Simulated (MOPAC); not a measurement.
A run for MOPAC: PM7 on CH4FGaO (SMILES C[O][GaH][F]).

```
PM7 1SCF PRECISE CHARGE=0 THREADS=1
CH4FGaO

C     -1.25620720 1     0.25465565 1     0.19902478 1
O     -0.23880258 1    -0.68431619 1    -0.10652679 1
Ga     1.49830177 1    -0.33606278 1     0.00613282 1
F      2.46881444 1    -1.72890265 1    -0.44566719 1
H     -0.86610255 1     1.23026306 1     0.51337355 1
H     -1.88513961 1     0.40851755 1    -0.68180370 1
H     -1.88176615 1    -0.13658024 1     1.00569707 1
H      2.16090188 1     0.99242558 1     0.43687948 1
```

Program output:

```
*******************************************************************************
 **                                                                           **
 **                              MOPAC v23.2.5                                **
 **                                                                           **
 *******************************************************************************
 ** MOPAC's Digital Object Identifier: https://doi.org/10.5281/zenodo.6511958 **
 **                                                                           **
 ** Please cite the open-source release paper for use of this MOPAC version:  **
 ** J. E. Moussa and J. J. P. Stewart (2026)                                  **
 ** MOPAC: An open-source semiempirical molecular orbital program             **
 ** J. Open Source Softw., 11(119), 8025, https://doi.org/10.21105/joss.08025 **
 *******************************************************************************

                              PM7 CALCULATION RESULTS

 *******************************************************************************
 *  PM7        - The PM7 Hamiltonian to be used
 *
 *
 *
 *                 CHARGE ON SYSTEM = 0
 *
 *
 *
 *  PRECISE    - TIGHTER CRITERIA TO BE USED
 *  1SCF       - DO 1 SCF AND THEN STOP
 *  THREADS=1  - MULTI-THREADING NOT USED
 *  T=         - A TIME OF 172800.0 SECONDS REQUESTED
 *  DUMP=N     - RESTART FILE WRITTEN EVERY 7200.0 SECONDS REQUESTED
 *******************************************************************************
PM7 1SCF PRECISE CHARGE=0 THREADS=1
 CH4FGaO

   ATOM   CHEMICAL          X               Y               Z
  NUMBER   SYMBOL      (ANGSTROMS)     (ANGSTROMS)     (ANGSTROMS)

     1       C         -1.25620720  *   0.25465565  *   0.19902478  *
     2       O         -0.23880258  *  -0.68431619  *  -0.10652679  *
     3      Ga          1.49830177  *  -0.33606278  *   0.00613282  *
     4       F          2.46881444  *  -1.72890265  *  -0.44566719  *
     5       H         -0.86610255  *   1.23026306  *   0.51337355  *
     6       H         -1.88513961  *   0.40851755  *  -0.68180370  *
     7       H         -1.88176615  *  -0.13658024  *   1.00569707  *
     8       H          2.16090188  *   0.99242558  *   0.43687948  *



          CARTESIAN COORDINATES

    NO.       ATOM           X           Y           Z

     1         C         -1.2562      0.2547      0.1990
     2         O         -0.2388     -0.6843     -0.1065
     3        Ga          1.4983     -0.3361      0.0061
     4         F          2.4688     -1.7289     -0.4457
     5         H         -0.8661      1.2303      0.5134
     6         H         -1.8851      0.4085     -0.6818
     7         H         -1.8818     -0.1366      1.0057
     8         H          2.1609      0.9924      0.4369

 General Reference for PM7:
 "Optimization of Parameters for Semiempirical Methods VI: More Modifications to the
 NDDO Approximations and Re-optimization of Parameters", J. J. P. Stewart, J. Mol. Mod., 1:32, 19 (2013)
 https://link.springer.com/article/10.1007/s00894-012-1667-x

           Empirical Formula: C H4 O Ga F  =     8 atoms



      MOLECULAR POINT GROUP   :   Cs


      RHF CALCULATION, NO. OF DOUBLY OCCUPIED LEVELS = 12


 -------------------------------------------------------------------------------
 PM7 1SCF PRECISE CHARGE=0 THREADS=1
 CH4FGaO



     1SCF WAS SPECIFIED, SO BFGS WAS NOT USED
     SCF FIELD WAS ACHIEVED


                              PM7 CALCULATION
                                                       MOPAC v23.2.5 Linux




          FINAL HEAT OF FORMATION =       -122.75002 KCAL/MOL =    -513.58609 KJ/MOL


          COSMO AREA              =        108.94 SQUARE ANGSTROMS
          COSMO VOLUME            =         91.15 CUBIC ANGSTROMS

          IONIZATION POTENTIAL    =         10.805217 EV
          HOMO LUMO ENERGIES (EV) =        -10.805  0.586
          NO. OF FILLED LEVELS    =         12
          MOLECULAR WEIGHT        =        120.7754         POINT GROUP:  Cs

          MOLECULAR DIMENSIONS (Angstroms)

            Atom       Atom       Distance
            H     6    F     4     4.85605
            H     8    H     7     2.88633
            H     8    F     4     1.49894


          SCF CALCULATIONS        =          1





   ATOM   CHEMICAL          X               Y               Z
  NUMBER   SYMBOL      (ANGSTROMS)     (ANGSTROMS)     (ANGSTROMS)

     1       C         -1.25620720  *   0.25465565  *   0.19902478  *
     2       O         -0.23880258  *  -0.68431619  *  -0.10652679  *
     3      Ga          1.49830177  *  -0.33606278  *   0.00613282  *
     4       F          2.46881444  *  -1.72890265  *  -0.44566719  *
     5       H         -0.86610255  *   1.23026306  *   0.51337355  *
     6       H         -1.88513961  *   0.40851755  *  -0.68180370  *
     7       H         -1.88176615  *  -0.13658024  *   1.00569707  *
     8       H          2.16090188  *   0.99242558  *   0.43687948  *

                             CARTESIAN COORDINATES

   1    C       -1.256207200     0.254655650     0.199024780
   2    O       -0.238802580    -0.684316190    -0.106526790
   3   Ga        1.498301770    -0.336062780     0.006132820
   4    F        2.468814440    -1.728902650    -0.445667190
   5    H       -0.866102550     1.230263060     0.513373550
   6    H       -1.885139610     0.408517550    -0.681803700
   7    H       -1.881766150    -0.136580240     1.005697070
   8    H        2.160901880     0.992425580     0.436879480


           Empirical Formula: C H4 O Ga F  =     8 atoms



      MOLECULAR POINT GROUP   :   Cs


                  EIGENVALUES
 -37.77980 -28.38059 -23.94991 -19.26684 -15.51576 -15.07235 -14.95167 -14.17704
 -14.05622 -13.08034 -11.12571 -10.80522   0.58561   1.09788   2.35770   2.89793
   4.44381   5.30062   5.54008   6.14657


              NET ATOMIC CHARGES AND DIPOLE CONTRIBUTIONS

  ATOM NO.   TYPE          CHARGE      No. of ELECS.   s-Pop       p-Pop
    1          C          -0.090110        4.0901     1.06628     3.02383
    2          O          -0.660718        6.6607     1.81243     4.84829
    3         Ga           0.755032        2.2450     1.15074     1.09423
    4          F          -0.472745        7.4727     1.96296     5.50979
    5          H           0.093660        0.9063     0.90634
    6          H           0.125331        0.8747     0.87467
    7          H           0.125243        0.8748     0.87476
    8          H           0.124308        0.8757     0.87569
 DIPOLE           X         Y         Z       TOTAL
 POINT-CHG.    -0.237     6.078     1.972     6.395
 HYBRID        -0.357    -1.345    -0.436     1.458
 SUM           -0.594     4.733     1.536     5.012


          ATOMIC ORBITAL ELECTRON POPULATIONS

     Atom    s        px        py        pz
    1  C   1.06628   0.93521   0.96483   1.12380
    2  O   1.81243   1.39969   1.57857   1.87003
    3 Ga   1.15074   0.43969   0.49499   0.15954
    4  F   1.96296   1.83619   1.73282   1.94077
    5  H   0.90634
    6  H   0.87467
    7  H   0.87476
    8  H   0.87569

 **********************
 *                    *
 * JOB ENDED NORMALLY *
 *                    *
 **********************




 == MOPAC DONE ==
```

The run finished.

Cost: about 0.03 core-seconds (a rough figure).
